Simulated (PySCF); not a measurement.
Some computed properties have been withheld. Give your best values.

Species: C6H11F2N.
SMILES: `CC(C)[C@@]1(C(F)F)CN1`

Conformer (atom-mapped SMILES and torsion angles): `[CH3:1][CH:2]([CH3:3])[C@@:4]1([CH:5]([F:6])[F:7])[CH2:8][NH:9]1`: C1–C2–C4–C5 56°, C2–C4–C5–F6 -81°.

| property | level | value |
| --- | --- | --- |
| point group of the GFN2-xTB geometry | GFN2-xTB | ? |
| rotational constants A, B, C of the GFN2-xTB geometry | GFN2-xTB | 2.056, 1.381, 1.161 GHz |
| dipole moment | PBE0/pcSseg-1 | ? |
| HOMO energy | PBE0/pcSseg-1 | ? |
| LUMO energy | PBE0/pcSseg-1 | 1.35 eV |
| 13C chemical shifts (computed TMS as zero) by class | GIAO PBE0/pcSseg-1 | 120.6 (1 C), 42.9 (1 C), 39.5 (1 C), 30.4 (1 C), 21.1 (1 C), 21.0 (1 C) ppm |
| 1H chemical shifts (computed TMS as zero) by class | GIAO PBE0/pcSseg-1 | ? |
| isotropic shieldings of nuclei other than C and H, by class | GIAO PBE0/pcSseg-1 | 231 (1 N), 308 (1 F), 325 (1 F) ppm |

Electronic properties: PySCF, gas phase, density fitting. NMR classes are plain means over equivalent atoms (diastereotopic ones count apart unless rotation or inversion swaps them), as if these changed places fast; in this geometry the members of some classes differ.

Task: What is the HOMO energy?

Result: -7.27 eV.

Task: Give the point group of the GFN2-xTB geometry.

Result: C1.

Task: The dipole moment?

Result: 1.92 D.

Task: The 1H chemical shifts (computed TMS as zero) by class?

Result: 6.51 (1 H), 2.22 (1 H), 1.32 (1 H), 1.23 (3 H), 1.13 (1 H), 1.11 (3 H), 0.96 (1 H) ppm.

In atomic units the dipole is 0.75 e·bohr (1 au = 2.5417 D). The rotational constants make it an asymmetric top with κ = (2B − A − C)/(A − C) = -0.51, nearer the prolate limit (−1). With B = h/(8π²I), that is 505.379 GHz u Å² over I, the principal moments of inertia are 245.8, 366.0 and 435.3 u Å² (most abundant isotopes); the inertial defect Ic − Ia − Ib is -176.5 u Å² (zero for a rigid planar frame, negative otherwise).

One conformer stands for the species.
